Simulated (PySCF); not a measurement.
Several molecules and their computed UV-vis stick spectra, shuffled. Theory: TDDFT B3LYP/def2-SVPD, vertical, gas phase, core orbitals frozen in the response, def2 core potentials past Kr (PySCF). Geometries: PBE0-D3(BJ)/def2-SVP; one conformer of each isolated species. Triplets are in the Tamm–Dancoff approximation. Atoms past krypton carry core potentials; spin–orbit coupling is left out.

A. `[H][Sb]([H])[S]C`
B. `[Cl][Bi]([Cl])[Cl]`
C. `C#Cc1cccnc1`

Lowest singlet levels (six at most, fewer where fewer were computed) with oscillator strengths:

1. 3.96 eV (f 0.003); 5.04 eV (f 0.024); 5.30 eV (f 0.155); 5.41 eV (f 0.003); 5.82 eV (f 0.001); 5.97 eV (f 0.046); T1 3.58 eV
2. 4.45 eV (f 0.001); 4.81 eV (f 0.003); 4.95 eV (f 0.128); 5.20 eV (f 0.193); 5.36 eV (f 0.000); 6.13 eV (f 0.000); T1 3.54 eV
3. 4.85 eV (f 0.028); 4.87 eV (f 0.000); 5.03 eV (f 0.001); 5.04 eV (f 0.001); 5.24 eV (f 0.001); 5.26 eV (f 0.001); T1 4.34 eV

Question: Match each spectrum to its molecule.

Answer: 1 = A, 2 = C, 3 = B.
- A: S1 at 3.96 eV, HOMO→LUMO (99%); Löwdin shares by element: HOMO sulfur 73%, carbon 11%, antimony 6%; LUMO antimony 53%, sulfur 29%, hydrogen 12% or more; HOMO -6.46 and LUMO -1.42 eV.
- B: S1 at 4.85 eV, HOMO→LUMO (97%); Löwdin shares by element: HOMO chlorine 81%, bismuth 19%; LUMO bismuth 52%, chlorine 48%; HOMO -8.70 and LUMO -2.96 eV; point group C3v, 1 of its 6 listed states under f = 0.0005.
- C: S1 at 4.45 eV, HOMO-1→LUMO (99%); Löwdin shares by element: HOMO carbon 68% or more (atoms not listed hold the other 32%); LUMO carbon 61% or more (atoms not listed hold the other 39%); HOMO -7.03 and LUMO -1.64 eV; point group Cs, 2 of its 6 listed states under f = 0.0005.
